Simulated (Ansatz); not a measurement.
Basis-set extrapolation for C3H9AlO, SMILES `C[CH](C)[AlH][OH]` (PBE0-D4/def2-TZVP geometry, frozen core, Ansatz). Multiplicity 1, RHF reference.

```json
{"": "HF", "def2-TZVPP": "-435.762740", "def2-QZVPP": "-435.779479"}
{"": "MP2 correlation", "def2-TZVPP": "-0.856508", "def2-QZVPP": "-0.915520"}
{"": "CCSD(T) correlation", "def2-TZVPP": "-0.936808", "def2-QZVPP": "not run"}
```

Energies in hartree. Use E(X) = E(∞) + A·exp(−7.88·√X) for Hartree–Fock and E(X) = E(∞) + B·X^(−2.97) for correlation, with X = 3 and 4, and add CCSD(T) minus MP2 of the smaller set to the MP2 limit.

**Question.** What is the CCSD(T) energy at the basis-set limit?

**Answer.** HF limit: -435.779479 + (-0.016739) × 0.13774 = -435.78178. MP2 limit: -0.915520 + (-0.059012) × 0.74074 = -0.95923. Higher-order term: -0.936808 − (-0.856508) = -0.08030. Total: -436.82131 hartree, 3.31 eV below CCSD(T)/def2-TZVPP.
